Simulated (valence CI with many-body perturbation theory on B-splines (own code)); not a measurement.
Forbidden lines of Tl XXXI

Level of theory: configuration interaction combined with many-body perturbation theory (CI+MBPT): five valence electrons over a frozen Dirac-Fock core [Kr] 4d10, radial functions for each j: 7 s, 7 p, 7 d, 7 f, 4 g, 2 h, with the one-electron correlation potential Σ1 (screened to all orders), the two-electron term Σ2, the three-electron term Σ3, Breit, model QED; selected single and double excitations, second order for the rest, scaled by the run's own slope (own B-spline code, finite nucleus).

No measured spectrum was set against this ion. As an estimate, large intervals hold to a few tenths of a per cent, small ones and those within an open d or f shell to about a per cent. Among the levels kept, up to 950 cm⁻¹ of a level comes from second order outside the variational space, and about a tenth of that is noise between levels of different J, which matters for small intervals. Only levels of the ground parity were solved; by the run's estimate the other parity begins above the list, which can be wrong where configurations are misplaced.

Lines 51 to 100 of 120 in falling wavelength, among levels below 49.559 eV, chosen from the decays that carry over 1 % of a level's rate. Wavelengths and rates use the calculated energies. S is in atomic units (e²a₀⁴ for E2 and M2, e²a₀⁶ for E3), for M1 in squared Bohr magnetons. Weak lines are less certain than strong ones. Lines between different terms over intervals too small for the method are left out, as are lines whose strength nearly cancels. Where a level lies close to another of its J and parity, the split of strength between their lines is uncertain.

Levels are named by their leading jj configuration (3d3/2^4 stands for four electrons in 3d with j = 3/2), which in mixed levels can hold well under half, so a name can repeat and another be missing. Letters in brackets count levels of one name in rising energy.

| λ vac (Å) | Upper | Lower | Type | A (s⁻¹) | S (a.u.) |
| --- | --- | --- | --- | --- | --- |
| 2976 | (4f5/2^3 4f7/2^2) J=5/2 [c] | (4f5/2^3 4f7/2^2) J=3/2 [a] | M1 | 8.94e+02 | 5.24e+00 |
| 2879 | (4f5/2^3 4f7/2^2) J=11/2 [c] | (4f5/2^4 4f7/2) J=11/2 | M1 | 4.54e+01 | 4.82e-01 |
| 2876 | (4f5/2^3 4f7/2^2) J=5/2 [b] | (4f5/2^3 4f7/2^2) J=7/2 [a] | M1 | 2.52e+02 | 1.33e+00 |
| 2821 | (4f5/2^3 4f7/2^2) J=7/2 [c] | (4f5/2^3 4f7/2^2) J=5/2 [a] | M1 | 3.31e+01 | 2.20e-01 |
| 2794 | (4f5/2^3 4f7/2^2) J=13/2 [a] | (4f5/2^3 4f7/2^2) J=11/2 [a] | M1 | 5.65e+02 | 6.39e+00 |
| 2729 | (4f5/2^3 4f7/2^2) J=11/2 [b] | (4f5/2^3 4f7/2^2) J=11/2 [a] | M1 | 6.18e+02 | 5.59e+00 |
| 2726 | (4f5/2^3 4f7/2^2) J=7/2 [d] | (4f5/2^3 4f7/2^2) J=5/2 [b] | M1 | 4.47e+02 | 2.68e+00 |
| 2691 | (4f5/2^2 4f7/2^3) J=15/2 [a] | (4f5/2^3 4f7/2^2) J=13/2 [a] | M1 | 1.78e+02 | 2.06e+00 |
| 2669 | (4f5/2^3 4f7/2^2) J=13/2 [b] | (4f5/2^4 4f7/2) J=11/2 | M1 | 2.45e+02 | 2.42e+00 |
| 2614 | (4f5/2^4 4f7/2) J=5/2 | (4f5/2^5) J=5/2 | M1 | 1.09e+03 | 4.35e+00 |
| 2578 | (4f5/2^3 4f7/2^2) J=5/2 [a] | (4f5/2^4 4f7/2) J=3/2 [a] | M1 | 1.35e+03 | 5.13e+00 |
| 2514 | (4f5/2^3 4f7/2^2) J=17/2 [b] | (4f5/2^3 4f7/2^2) J=15/2 [a] | M1 | 6.45e+00 | 6.85e-02 |
| 2424 | (4f5/2^4 4f7/2) J=3/2 [a] | (4f5/2^5) J=5/2 | M1 | 5.10e+02 | 1.08e+00 |
| 2400 | (4f5/2^3 4f7/2^2) J=17/2 [a] | (4f5/2^4 4f7/2) J=15/2 | M1 | 1.08e+03 | 9.93e+00 |
| 2393 | (4f5/2^3 4f7/2^2) J=5/2 [a] | (4f5/2^4 4f7/2) J=5/2 | M1 | 7.39e+02 | 2.25e+00 |
| 2378 | (4f5/2^3 4f7/2^2) J=9/2 [c] | (4f5/2^4 4f7/2) J=9/2 [a] | M1 | 3.77e+01 | 1.88e-01 |
| 2343 | (4f5/2^4 4f7/2) J=11/2 | (4f5/2^3 4f7/2^2) J=9/2 [a] | M1 | 3.43e+02 | 1.96e+00 |
| 2337 | (4f5/2^2 4f7/2^3) J=15/2 [a] | (4f5/2^3 4f7/2^2) J=15/2 [a] | M1 | 2.61e+03 | 1.97e+01 |
| 2294 | (4f5/2^3 4f7/2^2) J=7/2 [b] | (4f5/2^3 4f7/2^2) J=7/2 [a] | M1 | 6.60e+02 | 2.36e+00 |
| 2292 | (4f5/2^3 4f7/2^2) J=5/2 [c] | (4f5/2^3 4f7/2^2) J=5/2 [a] | M1 | 4.83e+02 | 1.29e+00 |
| 2234 | (4f5/2^3 4f7/2^2) J=3/2 [a] | (4f5/2^4 4f7/2) J=1/2 | M1 | 1.96e+03 | 3.24e+00 |
| 2205 | (4f5/2^4 4f7/2) J=9/2 [b] | (4f5/2^4 4f7/2) J=9/2 [a] | M1 | 6.90e+02 | 2.74e+00 |
| 2169 | (4f5/2^3 4f7/2^2) J=9/2 [b] | (4f5/2^3 4f7/2^2) J=9/2 [a] | M1 | 5.61e+02 | 2.12e+00 |
| 2109 | (4f5/2^3 4f7/2^2) J=11/2 [c] | (4f5/2^4 4f7/2) J=9/2 [a] | M1 | 3.05e+02 | 1.27e+00 |
| 2055 | (4f5/2^4 4f7/2) J=9/2 [a] | (4f5/2^4 4f7/2) J=7/2 [a] | M1 | 4.08e+01 | 1.31e-01 |
| 2048 | (4f5/2^3 4f7/2^2) J=3/2 [a] | (4f5/2^4 4f7/2) J=3/2 [a] | M1 | 9.14e+02 | 1.16e+00 |
| 2035 | (4f5/2^3 4f7/2^2) J=11/2 [b] | (4f5/2^3 4f7/2^2) J=9/2 [a] | M1 | 1.07e+03 | 4.01e+00 |
| 1929 | (4f5/2^3 4f7/2^2) J=3/2 [a] | (4f5/2^4 4f7/2) J=5/2 | M1 | 9.71e+01 | 1.03e-01 |
| 1922 | (4f5/2^3 4f7/2^2) J=15/2 [b] | (4f5/2^4 4f7/2) J=13/2 | M1 | 4.00e+02 | 1.68e+00 |
| 1839 | (4f5/2^3 4f7/2^2) J=5/2 [a] | (4f5/2^4 4f7/2) J=7/2 [a] | M1 | 1.48e+03 | 2.05e+00 |
| 1833 | (4f5/2^3 4f7/2^2) J=15/2 [b] | (4f5/2^4 4f7/2) J=15/2 | M1 | 9.21e+00 | 3.36e-02 |
| 1799 | (4f5/2^3 4f7/2^2) J=5/2 [b] | (4f5/2^4 4f7/2) J=5/2 | M1 | 2.35e+03 | 3.05e+00 |
| 1780 | (4f5/2^3 4f7/2^2) J=7/2 [d] | (4f5/2^4 4f7/2) J=9/2 [a] | M1 | 8.95e+02 | 1.50e+00 |
| 1772 | (4f5/2^3 4f7/2^2) J=7/2 [c] | (4f5/2^3 4f7/2^2) J=7/2 [a] | M1 | 3.19e+02 | 5.27e-01 |
| 1751 | (4f5/2^3 4f7/2^2) J=11/2 [c] | (4f5/2^4 4f7/2) J=13/2 | M1 | 1.40e+02 | 3.33e-01 |
| 1745 | (4f5/2^3 4f7/2^2) J=9/2 [c] | (4f5/2^3 4f7/2^2) J=7/2 [a] | M1 | 3.35e+02 | 6.60e-01 |
| 1714 | (4f5/2^3 4f7/2^2) J=7/2 [b] | (4f5/2^3 4f7/2^2) J=9/2 [a] | M1 | 1.38e+03 | 2.06e+00 |
| 1702 | (4f5/2^3 4f7/2^2) J=1/2 [a] | (4f5/2^4 4f7/2) J=1/2 | M1 | 6.13e+02 | 2.24e-01 |
| 1693 | (4f5/2^3 4f7/2^2) J=7/2 [a] | (4f5/2^5) J=5/2 | M1 | 3.66e+01 | 5.27e-02 |
| 1679 | (4f5/2^3 4f7/2^2) J=9/2 [c] | (4f5/2^3 4f7/2^2) J=11/2 [a] | M1 | 3.50e+02 | 6.15e-01 |
| 1650 | (4f5/2^4 4f7/2) J=9/2 [b] | (4f5/2^3 4f7/2^2) J=7/2 [a] | M1 | 1.12e+03 | 1.86e+00 |
| 1603 | (4f5/2^3 4f7/2^2) J=13/2 [b] | (4f5/2^4 4f7/2) J=15/2 | M1 | 3.01e+01 | 6.44e-02 |
| 1592 | (4f5/2^3 4f7/2^2) J=1/2 [a] | (4f5/2^4 4f7/2) J=3/2 [a] | M1 | 2.55e+03 | 7.63e-01 |
| 1591 | (4f5/2^4 4f7/2) J=9/2 [b] | (4f5/2^3 4f7/2^2) J=11/2 [a] | M1 | 1.58e+02 | 2.36e-01 |
| 1590 | (4f5/2^3 4f7/2^2) J=3/2 [b] | (4f5/2^4 4f7/2) J=1/2 | M1 | 4.31e+01 | 2.57e-02 |
| 1547 | (4f5/2^3 4f7/2^2) J=5/2 [c] | (4f5/2^3 4f7/2^2) J=7/2 [a] | M1 | 9.11e+02 | 7.51e-01 |
| 1547 | (4f5/2^3 4f7/2^2) J=17/2 [b] | (4f5/2^4 4f7/2) J=15/2 | M1 | 2.11e+00 | 5.20e-03 |
| 1544 | (4f5/2^3 4f7/2^2) J=9/2 [b] | (4f5/2^4 4f7/2) J=7/2 [a] | M1 | 2.64e+03 | 3.60e+00 |
| 1540 | (4f5/2^3 4f7/2^2) J=11/2 [c] | (4f5/2^3 4f7/2^2) J=11/2 [a] | M1 | 1.60e+02 | 2.60e-01 |
| 1535 | (4f5/2^2 4f7/2^3) J=15/2 [a] | (4f5/2^4 4f7/2) J=13/2 | M1 | 7.19e+02 | 1.54e+00 |
